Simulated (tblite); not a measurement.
Species: C7H5P.
InChI=1S/C7H5P/c1-2-7-4-3-5-8-6-7/h1,3-6H

Computed values, GFN2-xTB/tblite, gas phase, harmonic and unscaled. This tight-binding method is rough: wavenumbers can miss measured ones by several per cent, in bad cases by 10 to 20.

Harmonic wavenumbers (cm⁻¹): 114.1, 128.1, 245.7, 285.1, 399.9, 433.9, 440.1, 457.3, 592.6, 663.0, 664.5, 687.2, 748.1, 829.3, 837.1, 869.2, 879.8, 926.0, 989.8, 1128.1, 1169.7, 1203.2, 1266.5, 1339.8, 1391.2, 1512.0, 1534.6, 2254.4, 3036.8, 3040.5, 3048.1, 3080.8, 3394.2.

A = 4012, B = 1281, C = 971.1 MHz; mass 120.013 u (most abundant isotopes); point group Cs, symmetry number 1.

Task: What is the zero-point energy?

Result: ½Σν̃ = 19795 cm⁻¹ = 236.81 kJ/mol.

Task: What is S at 200 K and 1 bar for an ideal gas of classical rigid rotors and harmonic oscillators?

Result: Translation 160.27, rotation 114.50, vibration 36.85: S = 311.6 J/(mol K).

Task: And Cp and H(200 K) − H(0)?

Result: Cp = 89.12 J/(mol K), of which vibrations give 55.86 (their classical limit is 33 R = 274.4); H(200 K) − H(0) = 11.28 kJ/mol without the zero-point energy, 4.63 from vibrations.

Task: How do the functions run with temperature in this model?

Result: 
| T (K) | S (J/(mol K)) | Cp (J/(mol K)) | H − H(0) (kJ/mol) | G − H(0) (kJ/mol) | ln q(vib) |
| --- | --- | --- | --- | --- | --- |
| 50 | 231.1 | 40.4 | 1.76 | -9.80 | 0.06 |
| 100 | 263.5 | 54.8 | 4.13 | -22.21 | 0.44 |
| 298.15 | 353.8 | 124.1 | 21.77 | -83.73 | 3.13 |
| 373.15 | 384.3 | 147.7 | 31.98 | -111.42 | 4.37 |
| 500 | 432.1 | 179.2 | 52.82 | -163.25 | 6.56 |
| 750 | 513.1 | 219.1 | 103.07 | -281.74 | 10.85 |
| 1000 | 579.7 | 243.6 | 161.13 | -418.60 | 14.86 |

q(vib) and H(0) count from the zero-point level.

Task: Blend soft modes into free rotors: weight 1/[1 + (100 cm⁻¹/ν̃)⁴] for the oscillator and the rest for a rotor with moment μB/(μ + B), μ = h/(8π²ν), B = 10⁻⁴⁴ kg m². What vibrational entropy results?

Result: 36.80 J/(mol K) in place of 36.85, which changes −T·S at 200 K by +0.01 kJ/mol.

Task: What must be added to the electronic energy to get the Gibbs energy at 200 K and 1 bar?

Result: ZPE + [H(200 K) − H(0)] − T·S = 236.81 + 11.28 − 62.32 = 185.77 kJ/mol.

Hindered rotation and anharmonicity are outside this model.
